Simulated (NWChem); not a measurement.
System meant: CH$_{4}$SZn; SMILES [CH3][Zn][SH]

Here is an NWChem input.

```
start job
memory heap 200 mb stack 900 mb global 1100 mb
geometry units angstroms noautoz
  Zn     0.127608    -0.330647    -0.000259
  C      0.164944    -2.268758    -0.000680
  H     -0.328095    -2.675817    -0.897391
  H     -0.347890    -2.676541     0.884530
  H      1.202533    -2.638617     0.010746
  S      0.112812     1.859182     0.000205
  H     -1.239053     1.910214     0.000405
end
basis spherical
  * library def2-svp
end
dft
  xc b3lyp
  iterations 4
  mulliken
end
task dft energy
```

End of the output:

```
    Atom       Charge   Shell Charges
 -----------   ------   -------------------------------------------------------
    1 Zn  30    29.48   2.00  2.00  1.96  0.69  0.22  5.99  5.91  0.76  7.74  2.20  0.00
    2 C    6     6.36   1.96  0.60  0.36  1.87  1.53  0.04
    3 H    1     0.98   0.63  0.28  0.07
    4 H    1     0.98   0.63  0.28  0.07
    5 H    1     0.98   0.63  0.28  0.07
    6 S   16    16.19   2.00  1.95  1.00  0.72  5.81  1.90  2.77  0.05
    7 H    1     1.03   0.62  0.33  0.08

 center of mass
 --------------
 x =   0.02235717 y =   0.07853578 z =  -0.00000258

 moments of inertia (a.u.)
 ------------------
         735.270674417803          -0.000000000000           0.000000000000
          -0.000000000000          17.777701355321          -0.000000000000
           0.000000000000          -0.000000000000         741.619237178611

     Multipole analysis of the density
     ---------------------------------

     L   x y z        total         alpha         beta         nuclear
     -   - - -        -----         -----         ----         -------
     0   0 0 0     -0.000000    -28.000000    -28.000000     56.000000

     1   1 0 0     -0.309906     -0.154953     -0.154953     -0.000000
     1   0 1 0     -0.656128     -0.328064     -0.328064      0.000000
     1   0 0 1      0.000056      0.000028      0.000028      0.000000

     2   2 0 0    -23.657384    -17.753755    -17.753755     11.850127
     2   1 1 0     -1.521190      1.444097      1.444097     -4.409383
     2   1 0 1      0.000063      0.000031      0.000031      0.000001
     2   0 2 0    -30.779219   -219.880018   -219.880018    408.980818
     2   0 1 1     -0.000209      0.000148      0.000148     -0.000504
     2   0 0 2    -26.042404    -15.856302    -15.856302      5.670200

 ------------------------------------------------------------------------
 dft energy failed                                                                                  0
 ------------------------------------------------------------------------
 ------------------------------------------------------------------------
  current input line :
    20: task dft energy
 ------------------------------------------------------------------------
 ------------------------------------------------------------------------
 This type of error is most commonly associated with calculations not reaching convergence criteria
 ------------------------------------------------------------------------
 For more information see the NWChem manual at https://nwchemgit.github.io

0:dft energy failed:Received an Error in Communication
```

### Question
Find the fault in this run and fix the input.

### Answer
Convergence was not reached. Cause: the SCF was allowed too few iterations. This input runs:
```
start job
memory heap 200 mb stack 900 mb global 1100 mb
geometry units angstroms noautoz
  Zn     0.127608    -0.330647    -0.000259
  C      0.164944    -2.268758    -0.000680
  H     -0.328095    -2.675817    -0.897391
  H     -0.347890    -2.676541     0.884530
  H      1.202533    -2.638617     0.010746
  S      0.112812     1.859182     0.000205
  H     -1.239053     1.910214     0.000405
end
basis spherical
  * library def2-svp
end
dft
  xc b3lyp
  iterations 150
  mulliken
end
task dft energy
```
It converges to -2217.78526 Ha (B3LYP/def2-SVP).
